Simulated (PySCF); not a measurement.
C5H9F, SMILES FC1[C@H]([C@@H]1C)C. Atoms are numbered in the order given.

```xyz
15

C      1.8010    -0.8369    -0.3847
C      0.4878    -0.1676    -0.7192
C     -0.7565    -0.4294     0.1180
C     -2.1216    -0.5740    -0.5128
C     -0.0655     0.8956     0.1835
F      0.6384     1.2014     1.3179
H      1.8419    -1.8580    -0.7969
H      2.6510    -0.2704    -0.7988
H      1.9454    -0.8995     0.7036
H      0.3094    -0.0050    -1.7892
H     -0.5756    -1.0553     1.0001
H     -2.9246    -0.3501     0.2086
H     -2.2395     0.1124    -1.3668
H     -2.2809    -1.5979    -0.8892
H     -0.5445     1.7852    -0.2417
```
Charge 0, spin multiplicity 1.

Coordinates come from a B3LYP-D3(BJ)/def2-SVP optimisation. The structure was generated by enumeration; whether it is a known compound was not checked.

The numbers are results of PBE/def2-TZVP (PySCF), not measurements.

ESP charges are fitted to the potential on shells at 1.4 to 2.0 van der Waals radii. Atomic charges (e):

```tsv
atom	ESP fit	meta-Löwdin
C1	-0.53	-0.34
C2	0.09	?
C3	0.09	?
C4	-0.58	-0.34
C5	-0.07	?
F6	-0.18	?
H7	0.13	0.12
H8	0.15	0.12
H9	0.16	0.12
H10	0.06	0.11
H11	0.10	0.12
H12	0.16	0.12
H13	0.15	0.11
H14	0.15	0.12
H15	0.12	0.11
```

Q: Some entries are withheld; supply them. (An estimate is asked for; the answer gives what the named calculation found.)

A: 
- C2, meta-Löwdin: -0.12
- C3, meta-Löwdin: -0.12
- C5, meta-Löwdin: 0.16
- F6, meta-Löwdin: -0.29

Computed Mayer and Wiberg (Löwdin basis) orders of the bonds:
```json
[
 {"bond": "C1–C2", "Mayer": "1.00", "Wiberg": "1.27"},
 {"bond": "C2–C3", "Mayer": "0.92", "Wiberg": "1.14"},
 {"bond": "C3–C4", "Mayer": "0.98", "Wiberg": "1.27"},
 {"bond": "C2–C5", "Mayer": "0.95", "Wiberg": "1.19"},
 {"bond": "C3–C5", "Mayer": "0.95", "Wiberg": "1.20"},
 {"bond": "C5–F6", "Mayer": "1.08", "Wiberg": "1.67"},
 {"bond": "C1–H7", "Mayer": "0.97", "Wiberg": "0.90"},
 {"bond": "C1–H8", "Mayer": "0.96", "Wiberg": "0.90"},
 {"bond": "C1–H9", "Mayer": "0.96", "Wiberg": "0.89"},
 {"bond": "C2–H10", "Mayer": "0.93", "Wiberg": "0.81"},
 {"bond": "C3–H11", "Mayer": "0.95", "Wiberg": "0.80"},
 {"bond": "C4–H12", "Mayer": "0.97", "Wiberg": "0.90"},
 {"bond": "C4–H13", "Mayer": "0.96", "Wiberg": "0.89"},
 {"bond": "C4–H14", "Mayer": "0.96", "Wiberg": "0.90"},
 {"bond": "C5–H15", "Mayer": "0.98", "Wiberg": "0.85"}
]
```
